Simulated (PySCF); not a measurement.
Checking a proposed structure

A compound C8H8 gives the data below (simulated from a calculation) and was assigned the structure `C1=CC2C=CC1C=C2`.

$^{13}$C{$^{1}$H} NMR (computed): δ 141.4 (CH, 8C).

$^{1}$H NMR (500 MHz, computed): δ 6.16 (s, 8H).

[PySCF: geometry: GFN2-xTB; GIAO PBE0/pcSseg-1 shieldings; B3LYP/pcJ-1 coupling constants (without the spin–dipole term); isolated molecule; rapidly exchanging positions averaged; a single conformation; no relativistic terms]

δ = σ(ref) − σ, references computed at the same level: $^{1}$H (σref 31.72), $^{13}$C (σref 186.93) against TMS.

**Question.** Compare with the shifts computed for the proposed structure, pairing carbons in order of shift.

**Answer.** Atoms are numbered as in `[CH:1]1=[CH:2][C@H:3]2[CH:4]=[CH:5][C@@H:6]1[CH:7]=[CH:8]2`; H(Xn) means a hydrogen on atom n.

```json
{"atom": "C1", "computed for proposal": "149.9", "given list": "141.4", "difference": "+8.5"}
{"atom": "C2", "computed for proposal": "149.9", "given list": "141.4", "difference": "+8.5"}
{"atom": "C4", "computed for proposal": "149.9", "given list": "141.4", "difference": "+8.5"}
{"atom": "C5", "computed for proposal": "149.9", "given list": "141.4", "difference": "+8.5"}
{"atom": "C7", "computed for proposal": "149.9", "given list": "141.4", "difference": "+8.5"}
{"atom": "C8", "computed for proposal": "149.9", "given list": "141.4", "difference": "+8.5"}
{"atom": "C3", "computed for proposal": "53.8", "given list": "141.4", "difference": "-87.6"}
{"atom": "C6", "computed for proposal": "53.8", "given list": "141.4", "difference": "-87.6"}
```

The rms difference is 44.4 ppm and the largest -87.6 ppm at C3 (allylic sp3 CH). The proposal also would give 2 carbon signals, not 1. The proposal doesn't fit.

**Question.** Which isomer fits?

**Answer.** `InChI=1S/C8H8/c1-2-4-6-8-7-5-3-1/h1-8H/b2-1-,3-1?,4-2?,5-3-,6-4-,7-5?,8-6?,8-7-`.

- Carbon types of the structure: 8 × CH, which accounts for all hydrogens.
- δC 141.4: alkene CH; an sp2 carbon of a C=C bond.
- δH 6.16: hydrogen on an alkene CH; a vinylic proton, deshielded by the sp2 carbon and the C=C anisotropy.

The data come from this structure; uniqueness wasn't tested.

Shifts are as computed. Against solution values, carbons near 30 ppm lie about +3 ppm off and those near 130 ppm about +5 ppm. Of 1211 compounds with measured shifts, 218 miss one by over three times the rms of a fit or turn the order of signals round; such compounds aren't used in these exercises.
